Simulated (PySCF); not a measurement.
C2H8ClNSi. Atoms are numbered in the order given.

```xyz
13

Si     0.0904    -0.3512     0.3178
N      0.8333    -1.5247    -0.7029
Cl     1.3933     1.1867     0.9342
C     -1.3160     0.4757    -0.6058
C     -2.4119    -0.4937    -1.0683
H     -0.3328    -1.0508     1.5577
H      1.4875    -2.1938    -0.3066
H      1.1270    -1.2556    -1.6383
H     -0.8744     1.0102    -1.4665
H     -1.7302     1.2638     0.0464
H     -3.2039     0.0274    -1.6298
H     -1.9991    -1.2823    -1.7165
H     -2.8913    -0.9962    -0.2122
```
Charge 0, spin multiplicity 1.

Coordinates come from a B3LYP-D3(BJ)/def2-SVP optimisation. One conformer was computed; it need not be the lowest.

Calculation: TDA-PBE/def2-SVPD run with PySCF.

Vertical excitations. The molecule is in vacuum.

Computed excitation energies, oscillator strengths and character:
```
state  energy (eV)  λ (nm)      f                                            main pairs
-----  -----------  ------  -----  ----------------------------------------------------
S1            6.25     198  0.039                                        HOMO→LUMO 95 %
S2            6.67     186  0.005                                      HOMO−1→LUMO 86 %
S3            6.68     186  0.022  HOMO→LUMO+1 54 %, HOMO→LUMO+2 26 %, HOMO−1→LUMO 14 %
S4            6.90     180  0.046                    HOMO→LUMO+2 67 %, HOMO→LUMO+1 26 %
S5            7.01     177  0.009                                    HOMO−1→LUMO+1 98 %
S6            7.17     173  0.004                                      HOMO→LUMO+3 98 %
S7            7.25     171  0.038                                      HOMO−2→LUMO 93 %
S8            7.44     167  0.047                                    HOMO−1→LUMO+2 90 %
S9            7.55     164  0.017                  HOMO→LUMO+4 55 %, HOMO−2→LUMO+1 39 %
S10           7.56     164  0.043                  HOMO−2→LUMO+1 52 %, HOMO→LUMO+4 35 %
T1            5.94     209      0                                        HOMO→LUMO 97 %
T2            6.22     199      0                                      HOMO→LUMO+1 95 %
T3            6.59     188      0                                     HOMO−1→LUMO 100 %
T4            6.70     185      0                                      HOMO→LUMO+2 97 %
```
Triplets are in the Tamm–Dancoff approximation.
